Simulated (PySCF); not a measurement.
Zn(Et)(SiH3) (C2H8SiZn), SMILES C[CH2][Zn][SiH3]. Atoms are numbered in the order given.

```xyz
12

Zn     0.1610    -0.1113    -0.0074
C     -0.3669    -1.2462    -1.5277
C     -1.7473    -0.9396    -2.1284
H     -0.3260    -2.3004    -1.1945
H      0.4129    -1.1534    -2.3071
H     -1.8109     0.0944    -2.5072
H     -2.5550    -1.0609    -1.3869
H     -1.9876    -1.6067    -2.9759
Si     0.8035     1.2641     1.8356
H      0.2346     0.7848     3.1340
H      0.3510     2.6816     1.6769
H      2.2874     1.3159     2.0214
```
Charge 0, spin multiplicity 1.

Coordinates come from a TPSSh-D3(BJ)/def2-SVP optimisation. The structure was generated by enumeration; whether it is a known compound was not checked. The values are those of a single conformer.

Two levels are set side by side: PBE/pcSseg-1 (PySCF) and KT2/pcSseg-1 (PySCF). GIAO shifts against TMS (²⁹Si), TMS (¹H), TMS (¹³C) at the same level; non-relativistic, no solvent, atoms listed together averaged. Differences are taken from unrounded values.

| quantity | PBE |
|---|---|
| δ(¹³C) of C2 (ppm) | 17.7 |
| δ(¹³C) of C3 (ppm) | 14.4 |
| δ(¹H) of H4, H5 (ppm) | 0.99 |
| δ(²⁹Si) of Si9 (ppm) | -146.3 |
| δ(¹H) of H10, H11, H12 (ppm) | 3.19 |

Problem. These are the PBE values. What does KT2 give? (An estimate is asked for; the answer gives what the named calculation found.)

Solution. 
| quantity | KT2 | PBE minus KT2 |
|---|---|---|
| δ(¹³C) of C2 (ppm) | 17.8 | -0.1 |
| δ(¹³C) of C3 (ppm) | 14.7 | -0.3 |
| δ(¹H) of H4, H5 (ppm) | 1.00 | -0.01 |
| δ(²⁹Si) of Si9 (ppm) | -141.4 | -4.9 |
| δ(¹H) of H10, H11, H12 (ppm) | 3.14 | 0.05 |

Rough cost on one machine, each run with all the roots and properties that it gave: KT2 against PBE within a factor of 2.
